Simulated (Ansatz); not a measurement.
Two shapes of doublet H9.

Shape 1:

```xyz
9

H     1.4947   -0.0083   -0.0017
H     1.1420    0.9666    0.0067
H     0.2552    1.4852   -0.0028
H    -0.7524    1.2946    0.0086
H    -1.4087    0.5035   -0.0030
H    -1.4139   -0.5072    0.0069
H    -0.7510   -1.2892    0.0015
H     0.2634   -1.4677    0.0008
H     1.1437   -0.9722    0.0026
```

Shape 2:

```xyz
9

H     1.4842   -0.0249   -0.0052
H     1.1280    0.9714    0.0201
H     0.2447    1.5013   -0.0085
H    -0.7572    1.2857    0.0259
H    -1.4070    0.4845   -0.0090
H    -1.4226   -0.4956    0.0207
H    -0.7532   -1.2695    0.0045
H     0.2693   -1.4486    0.0022
H     1.1329   -0.9883    0.0076
```

Basis set: def2-SVP (spherical functions). All electrons are correlated. Charge 0, multiplicity 2.

Computed with Ansatz (development build ahead of 0.2.0); each method stands on the lowest determinant of its kind that the runs found.

**Question.** Which shape is lower in energy, and by how much in each method?

**Answer.**

```tsv
method	E(2) − E(1) (eV)
UHF	-0.015
UHF-MP2	-0.002
```

Shape 2 is lower. Caution for UHF-MP2: bonds are stretched, where a single reference can fail.
